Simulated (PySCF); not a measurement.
Two-component Hartree-Fock for Tb⁴⁴⁺ (terbium, charge +44)

Start: [Ar] 3d3; 3d3/2 filled at m_j = -1/2, +1/2, +3/2. Calculated with PySCF 2.14 in an uncontracted even-tempered set (16 s from 10 bohr⁻², ratio 2.8; 12 p from 13 bohr⁻², ratio 2.8; 8 d from 13 bohr⁻², ratio 2.8; 3 f from 43 bohr⁻², ratio 3): generalised Hartree-Fock with the X2C-1e Hamiltonian and a Gaussian nucleus; one run each with spin-orbit coupling (SO) switched off, then screened by Boettger's factors.

```json
{"spinor shell": "1s1/2", "electrons": "2", "ε, spin-free (eV)": "-54842.1", "ε, screened SO (eV)": "-54828.8", "weight of nominal j (screened SO)": "1.000", "rms radius, screened SO (bohr)": "0.0245"}
{"spinor shell": "2s1/2", "electrons": "2", "ε, spin-free (eV)": "-11294.6", "ε, screened SO (eV)": "-11289.0", "weight of nominal j (screened SO)": "1.000", "rms radius, screened SO (bohr)": "0.0982"}
{"spinor shell": "2p1/2", "electrons": "2", "ε, spin-free (eV)": "-10323.6", "ε, screened SO (eV)": "-10863.7", "weight of nominal j (screened SO)": "1.000", "rms radius, screened SO (bohr)": "0.0840"}
{"spinor shell": "2p3/2", "electrons": "4", "ε, spin-free (eV)": "-10323.6", "ε, screened SO (eV)": "-10088.4", "weight of nominal j (screened SO)": "1.000", "rms radius, screened SO (bohr)": "0.0901"}
{"spinor shell": "3s1/2", "electrons": "2", "ε, spin-free (eV)": "-4181.3", "ε, screened SO (eV)": "-4179.5", "weight of nominal j (screened SO)": "1.000", "rms radius, screened SO (bohr)": "0.242"}
{"spinor shell": "3p1/2", "electrons": "2", "ε, spin-free (eV)": "-3871.6", "ε, screened SO (eV)": "-4012.5", "weight of nominal j (screened SO)": "0.999", "rms radius, screened SO (bohr)": "0.232"}
{"spinor shell": "3p3/2", "electrons": "4", "ε, spin-free (eV)": "-3871.6", "ε, screened SO (eV)": "-3809.1", "weight of nominal j (screened SO)": "1.000", "rms radius, screened SO (bohr)": "0.244"}
{"spinor shell": "3d3/2", "electrons": "3", "ε, spin-free (eV)": "-3564.8", "ε, screened SO (eV)": "-3579.4", "weight of nominal j (screened SO)": "0.994", "rms radius, screened SO (bohr)": "0.211"}
```

```csv
quantity,spin-free,screened SO
E (hartree),-10081.70277,-10091.78613
M_J,3/2,3/2
⟨J²⟩,6.750,3.798
⟨L²⟩,12.000,7.963
⟨S²⟩,3.750,2.138
```

Each row is a mean over spinors that exchange with the open shell spreads, by up to 20.869 eV (3p1/2).

Breit and QED terms are absent; they matter most for the inner s and p1/2 levels.

Densities and radii are taken from the X2C orbitals without a picture-change correction, which distorts them close to the nucleus.

Without spin-orbit coupling the j labels of p, d and f shells carry no meaning; the spin-free column gives the mean over the occupied spinors of each nl shell, and its ⟨J²⟩ belongs to a mixture of degenerate components.
